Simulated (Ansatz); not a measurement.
Cost and result for the atomization energy of `C=CN[SiH2]C` (14 atoms, 13 bonds).

```tsv
atom	x (Å)	y (Å)	z (Å)
C1	0.3690	-1.4515	2.4689
C2	0.3196	-1.2525	1.1519
N3	-0.0645	-0.0942	0.5056
Si4	-0.3744	0.0645	-1.1919
C5	-0.0648	1.8279	-1.7045
H6	0.7126	-2.3971	2.8629
H7	0.0779	-0.6839	3.1781
H8	0.6177	-2.0506	0.4762
H9	-0.3402	0.6515	1.1280
H10	-1.7725	-0.3062	-1.5609
H11	0.5380	-0.8954	-1.8687
H12	0.9717	2.1165	-1.5183
H13	-0.7166	2.5147	-1.1577
H14	-0.2736	1.9563	-2.7696
```

The species carries charge 0 and has multiplicity 1. All single points use the PBE0-D4/def2-TZVP geometry. It is one conformer, not always the lowest. Program: Ansatz. All runs use 2 threads of an AMD EPYC 7R13 on a shared host and a share of an NVIDIA H100 80 GB. Times are those of one run each, without the atoms' runs, and a repeat can differ threefold. Electronic energies, without spin–orbit coupling; frozen cores. CCSD(T)/CBS adds CCSD(T) − MP2 in def2-TZVPP to the MP2 limit, and its time is that of the two runs behind it. T1 = 0.011. B3LYP takes the VWN-RPA correlation (the form of Gaussian; ORCA's B3LYP/G).

CCSD(T)/CBS is a level of theory with its own doubt, some kJ/mol a heavy atom from the limit and from the frozen cores, so smaller differences don't rank the functionals.

| level | functions | wall time | atomization (kJ/mol) | difference from CCSD(T)/CBS | per bond |
| --- | --- | --- | --- | --- | --- |
| PBE0-D4/def2-TZVPP | 292 | 2.6 s | 5305.3 | 17.5 | 1.3 |
| B2PLYP/def2-TZVPP | 292 | 2.9 s | 5245.6 | -42.2 | -3.2 |
| PBE-D4/def2-TZVPP (with forces) | 292 | 3 s | 5377.8 | 90.0 | 6.9 |
| r2SCAN-D4/def2-TZVPP (with forces) | 292 | 3.2 s | 5294.6 | 6.8 | 0.5 |
| B3LYP-D4/def2-TZVPP (with forces) | 292 | 3.5 s | 5311.6 | 23.8 | 1.8 |
| ωB97X-V/def2-TZVPP | 292 | 4.3 s | 5307.2 | 19.4 | 1.5 |
| MP2/def2-QZVPP | 568 | 4.5 s | 5278.5 | -9.3 | -0.7 |
| ωB97M-V/def2-TZVPP (with forces) | 292 | 5.5 s | 5309.6 | 21.8 | 1.7 |
| CCSD(T)/def2-TZVPP | 292 | 5.5 s | 5155.7 | -132.1 | -10.2 |
| CCSD(T)/CBS(def2) | – | 10 s | 5287.8 | 0.0 | 0.0 |

The D4 term adds +42.2 kJ/mol with B3LYP and +22.3 kJ/mol with PBE0; it sums over pairs of atoms, weighted by their polarisabilities, and B3LYP, whose exchange is more repulsive, gets the larger term. From PBE to PBE0 (25 % exact exchange), in def2-TZVPP and without D4, the atomization energy moves by −68.4 kJ/mol: exact exchange takes away binding that semilocal exchange gives to molecules. In def2-TZVPP, CCSD(T) changes the Hartree–Fock value by +1243.5 kJ/mol (the triples alone add +67.8 kJ/mol) and MP2 by +1287.7 kJ/mol; breaking electron pairs costs correlation energy, which Hartree–Fock lacks.
